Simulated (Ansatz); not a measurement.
Reaction (redistribution): `C[Si](N)(O)O[SiH3]` + `[CH3][SnH2][AlH2]` → `C[SiH](N)O[SiH3]` + `[CH3][SnH]([OH])[AlH2]`

Program: Ansatz. Geometries: PBE0-D4/def2-TZVP. ΔE: electronic, gas phase. CCSD(T)/CBS adds triple-zeta CCSD(T) − MP2 to the extrapolated MP2 energy (def2 sets, frozen cores). Functionals use def2-TZVPP. Elements past krypton have def2 core potentials. For Sn outer-core shells are correlated without core-valence functions, which leaves a few kJ/mol of doubt a bond. One conformer a species, not always the lowest.

CCSD(T)/CBS gives +1.01 eV.

Question: Another level gave +1.05 eV. Which?
A. PBE-D4/def2-TZVPP
B. HF/def2-TZVPP
C. r2SCAN-D4/def2-TZVPP
D. B2PLYP/def2-TZVPP

Answer: C. r2SCAN-D4 1.05, PBE-D4 0.95, B2PLYP 1.00, HF/def2-TZVPP 1.12 eV.

Largest T1 diagnostic among the species: 0.013.

In def2-TZVPP, CCSD(T) changes the Hartree–Fock value by −0.04 eV (the triples alone add −0.02 eV) and MP2 by −0.07 eV. The D4 term adds +0.03 eV with B3LYP and +0.02 eV with PBE0; it sums over pairs of atoms, weighted by their polarisabilities, and B3LYP, whose exchange is more repulsive, gets the larger term. From PBE to PBE0 (25 % exact exchange), in def2-TZVPP and without D4, ΔE moves by +0.10 eV.

B3LYP here is the variant with VWN-RPA as its local correlation; programs differ in this.
